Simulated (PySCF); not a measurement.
In(H)2(NH2) (H₄InN), SMILES [NH2][InH2].

The structure is a stationary point at PBE0-D3(BJ)/def2-TZVP. The def2 effective core potentials stand for the cores of In; spin–orbit coupling is left out.

All values below come from PySCF with PBE0/def2-TZVPD.

Isolated molecule, no solvent.

Computed frontier levels, gap, dipole moment and polarisability:
```json
{
  "highest_occupied_level": "-6.99 eV",
  "lowest_empty_level": "-1.14 eV",
  "orbital_gap": "5.85 eV",
  "dipole_moment": "0.31 D",
  "quadrupole, principal values (traceless, Buckingham form, about the centre of nuclear charge)": "-2.14, 0.79, 1.35 D·Å",
  "mean_static_polarisability": "50.2 bohr³ (7.44 Å³)",
  "polarisability_principal_values": "41.1, 51.6, 58.0 bohr³"
}
```
